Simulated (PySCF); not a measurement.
Species: C5H7PSe.
Z-matrix (Å and degrees, PBE0-D3(BJ)/def2-SVP geometry), rows numbered from 1:
```
C 
C   1  1.3325
C   2  1.5003  1  127.06
P   3  1.8335  2  115.83  1     8.85
Se  4  2.0855  3  116.85  2   -76.58
C   4  1.7778  3  110.71  2   127.45
C   6  1.3287  4   67.94  3   -99.16
H   1  1.0926  2  120.70  3   179.69
H   1  1.0950  2  122.19  3     1.66
H   2  1.0971  1  118.89  3  -179.50
H   3  1.1044  2  110.34  1  -111.62
H   3  1.1027  2  110.41  1   130.33
H   6  1.0923  4  150.11  7  -170.24
H   7  1.0919  4  149.66  6   170.59
```

Linear response at CAM-B3LYP/def2-SVPD (PySCF, frozen core in the response, non-relativistic). Relativistic effects, spin–orbit coupling among them, are left out although an element past zinc is present.

Static isotropic polarisability: 109.85 au (16.28 Å³), principal values 96.4, 109.9, 123.3 au.

Problem. What is the polarisability at 1064 nm and at the sodium D line?

Solution. 111.22 au at 1064 nm (+1.2 %), 114.58 au at 589.3 nm (+4.3 %). The rise at 589.3 nm is 3.45 times that at 1064 nm; a pure ω² law gives 3.26. The lowest singlet lies at 290 nm, shorter than both wavelengths.

Problem. What is the isotropic C6 coefficient between two such molecules, C6 = (3/π)∫α(iω)² dω?

Solution. 4189 au (Eh·bohr⁶) by a ten-point quadrature over imaginary frequencies, which is 2500 eV·Å⁶ or 241 J·nm⁶/mol.

Problem. Which effective excitation energy ω̄ makes London's formula C6 = (3/4)α²ω̄ exact here?

Solution. ω̄ = 4·C6/(3α²) = 0.463 Eh = 12.6 eV. A one-pole form α(ω) = α/(1 − ω²/ω̄²) fitted to the 1064 nm value gives 10.5 eV. London's choice of the ionisation energy (8.03 eV, ΔSCF at the same level) gives C6 = 2670 au, 36 % too low.

Problem. How anisotropic is the static polarisability, by Δα² = ½[(α1 − α2)² + (α2 − α3)² + (α3 − α1)²]?

Solution. Δα = 23.2 au, or 0.21 of the isotropic value.

Problem. What n − 1 at the D line would an ideal gas of it have at 273.15 K and 1 atm (2.6868 × 10¹⁹ cm⁻³), by n − 1 = 2π·N·α′?

Solution. 28.66 × 10⁻⁴, a formal value whether or not that pressure can be reached.

Problem. What molar refraction at the D line follows from R = (4π/3)·N_A·α′, with α′ the polarisability volume?

Solution. α′ = 16.98 Å³ gives R = 42.83 cm³/mol, for isolated, non-vibrating species.

Problem. The lowest 10 singlets have (eV, f): 4.27, 0.008; 4.55, 0.000; 4.74, 0.006; 4.88, 0.012; 5.03, 0.000; 5.35, 0.109; 5.91, 0.029; 6.01, 0.042; 6.12, 0.034; 6.24, 0.031. What share of the static polarisability do they carry in the sum over states α = Σ f/ω²?

Solution. 6.44 au, 5.9 % of α; the largest term, 2.83 au, is that of the state at 5.35 eV. Their oscillator strengths add up to 0.27. Higher states carry the rest.

Problem. What does −C6/R⁶ come to at R = 10 Å between centres?

Solution. -240 J/mol. This is the leading, orientation-averaged term; C8 and higher terms are left out.

One conformer stands for the species.
